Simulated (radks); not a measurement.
Values are calculated unless marked as measured or tabulated.
The magnesium ion Mg2+, [Ne]. Level of theory: non-relativistic Kohn-Sham, PBE, spin-polarised, spherical densities, point nucleus (a radial shooting solver on a logarithmic mesh with Libxc functionals). Every spin shell is full or empty, so the densities are truly spherical. Functionals are evaluated on that one density, not self-consistently. Rank these orbital-free kinetic functionals by their error against the exact value of the orbitals, and give that value: Thomas-Fermi, von Weizsacker, TF + vW, TF + vW/9, TF + vW/5, LC94, APBEK, revAPBEK, Perdew 92, Thakkar, LKT, Ernzerhof.

Answer. Exact: 198.777 hartree. From best to worst, with 100 (|E| - |E exact|)/|E exact| (equal figures are ties): Thakkar -0.01, LC94 +0.10, APBEK +0.23, Ernzerhof +0.34, Perdew 92 -0.49, TF + vW/9 -0.50, revAPBEK +0.66, TF + vW/5 +5.42, Thomas-Fermi -7.91, von Weizsacker -33.37, LKT +34.48, TF + vW +58.72.
